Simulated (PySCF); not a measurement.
**Nitrogen: a sound run and one with changed settings**

Sound run: N+ [He] 2s2 2p2, N(2+) [He] 2s2 2p1. Calculation: PySCF 2.14, in x2c-SVPall; the spin-free X2C one-electron Hamiltonian (Gaussian nucleus). The sound run starts from symmetry-adapted Hartree-Fock orbitals and uses a fine grid where one is needed.

Changed run: radial step 0.8 in ln r (0.13 in the sound run). This setting is unsound on purpose.

```tsv
species	method	sound run (hartree)	changed run (hartree)	converged
N+	UHF	-53.84987	-53.84987	yes
N+	PBE	-53.95576	-53.99943	yes
N+	LDA	-53.54386	-53.58643	yes
N(2+)	UHF	-52.77125	-52.77125	yes
N(2+)	PBE	-52.85120	-52.88125	yes
N(2+)	LDA	-52.43432	-52.45732	yes
```

Ionisation energy of N+:

| method | sound run (eV) | changed run (eV) |
| --- | --- | --- |
| UHF | 29.351 | 29.351 |
| PBE | 30.057 | 30.427 |
| LDA | 30.192 | 30.724 |

A coarse radial grid mis-integrates the density and the exchange-correlation energy, with errors of either sign; Hartree-Fock needs no grid.

For comparison, NIST gives 29.601 eV between the lowest levels.
